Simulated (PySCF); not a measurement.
C2H4ClFSi2, SMILES Cl[Si@@H](F)[SiH2]C#C. Heavy atoms are numbered as in [CH:1]#[C:2][SiH2:3][Si@H:4]([F:5])[Cl:6]. Hydrogens are named by the atom that carries them.

The structure is a stationary point at B3LYP-D3(BJ)/def2-SVP. The structure was generated by enumeration; whether it is a known compound was not checked. Other conformers were not sampled.

Calculation: PySCF with PBE/def2-TZVP.

Atomic charges (e), one atom of each kind:

```tsv
atom	IAO	Löwdin
C1 (CH)	-0.17	-0.08
C2	-0.32	-0.22
Si3 (SiH2)	0.43	0.18
Si4 (SiH)	0.94	[?]
F5	-0.51	[?]
Cl6	-0.29	[?]
H on C1	0.21	[?]
H on Si3	-0.08	0.00
H on Si4	-0.12	-0.03
```

Task: Complete the blanks. (Estimate from the structure and the level; the computed values follow.)

Result: 
- Si4 (SiH), Löwdin: -0.22
- F5, Löwdin: 0.01
- Cl6, Löwdin: 0.24
- H on C1, Löwdin: 0.13

Computed Mayer and Wiberg (Löwdin basis) orders of the bonds:
| bond | Mayer | Wiberg |
|---|---|---|
| C1–C2 | 2.61 | 2.98 |
| C2–Si3 | 1.09 | 1.23 |
| Si3–Si4 | 0.90 | 1.05 |
| Si4–F5 | 1.13 | 1.74 |
| Si4–Cl6 | 1.18 | 1.85 |
